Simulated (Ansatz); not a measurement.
Mulliken charges of CH₃AuF₃P, SMILES `[CH3][Au-][P+](F)(F)F` from ωB97M-V/def2-TZVPP in Ansatz (PBE0-D4/def2-TZVP geometry).

```tsv
atom	x (Å)	y (Å)	z (Å)	charge (e)
C1	-0.223	-1.799	1.337	-0.709
Au2	-0.020	-0.159	0.118	0.123
P3	0.201	1.625	-1.207	0.759
F4	-0.617	1.674	-2.524	-0.197
F5	1.606	1.953	-1.778	-0.197
F6	-0.165	3.020	-0.638	-0.197
H7	0.757	-2.210	1.592	0.139
H8	-0.804	-2.578	0.837	0.139
H9	-0.735	-1.527	2.263	0.139
```

**Question.** By hand: the dipole of these point charges (1 e Å = 4.8032 D).

**Answer.** Σ q r = (0.037, 0.302, -0.224) e Å, of length 0.378 e Å = 1.82 D.

**Question.** How does the dipole of the full density compare? (Best estimate.)

**Answer.** Computed: (0.039, 0.317, -0.235) e Å, 1.90 D; the point charges give 0.96 times that, at 0° from its direction.

Point charges leave out the atoms' own dipoles, such as those of lone pairs, and Mulliken's split depends on the basis, so the close match here is no proof of good charges.
